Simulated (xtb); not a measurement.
F4H2Si2, SMILES F[SiH](F)[SiH](F)F. All values are semi-empirical tight-binding results from xtb (GFN2-xTB unless named), good for trends rather than for accurate numbers. Geometry optimised at GFN2-xTB. One conformer was computed; it need not be the lowest.

Optimised geometry:

Bonds (Å): Si1–F2 1.601, Si1–F3 1.601, Si1–Si4 2.278, Si1–H7 1.451, Si4–F5 1.601, Si4–F6 1.601, Si4–H8 1.451. Bond angles (°): F2–Si1–F3 100.5, F2–Si1–Si4 108.7, F2–Si1–H7 105.9, F3–Si1–Si4 109.0, F3–Si1–H7 105.8, Si4–Si1–H7 124.4, Si1–Si4–F5 109.0, Si1–Si4–F6 108.7, Si1–Si4–H8 124.4, F5–Si4–F6 100.5, F5–Si4–H8 105.8, F6–Si4–H8 105.9.
Charge 0, spin multiplicity 1.

Computed properties:
The point group as xtb finds it is C2. The orbital gap is 4.55 eV, the dipole moment is 0.09 D and the zero-point energy comes out as 17.7 kcal/mol. The G − E(el) at 298.15 K (modified RRHO) is -3.0 kcal/mol. The static polarisability (D4 model) is 67.2 bohr³ and the solvation energy, GFN2-xTB/ALPB(water) comes out as 0.9 kcal/mol. The solvation energy, GFN2-xTB/ALPB(octanol) is -0.2 kcal/mol.

Problem. Give the atomic charges and the Wiberg bond orders between heavy atoms. (Estimate from the structure and the level; the computed values follow.)

Solution. charges (e) Si1 0.57, F2 -0.27, F3 -0.27, Si4 0.57, F5 -0.27, F6 -0.27, H7 -0.03, H8 -0.03. Bond orders Si1–F2 1.12, Si1–F3 1.12, Si1–Si4 0.79, Si4–F5 1.12, Si4–F6 1.12.
